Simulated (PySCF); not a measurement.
Sn(NH2)(SH) (H3NSSn), SMILES [NH2][Sn][SH] (connectivity only; charge and spin as stated), neutral, multiplicity 1.

Coordinates come from a B3LYP-D3(BJ)/def2-SVP optimisation. The def2 effective core potentials stand for the cores of Sn; spin–orbit coupling is left out. One conformer was computed; it need not be the lowest.

The numbers are results of r2SCAN/def2-TZVPD (PySCF), not measurements.

Symmetry labels are those of the subgroup Cs that the program uses (full group Cs).

Computed valence orbital energies around the gap with their symmetry:
```csv
orbital,symmetry,energy (eV)
HOMO−7,A',-18.06
HOMO−6,A',-12.19
HOMO−5,A',-12.14
HOMO−4,A',-9.70
HOMO−3,A',-8.33
HOMO−2,A",-6.79
HOMO−1,A',-6.30
HOMO,A",-6.04
LUMO,A",-2.55
LUMO+1,A',-0.98
LUMO+2,A',-0.12
LUMO+3,A',0.09
```
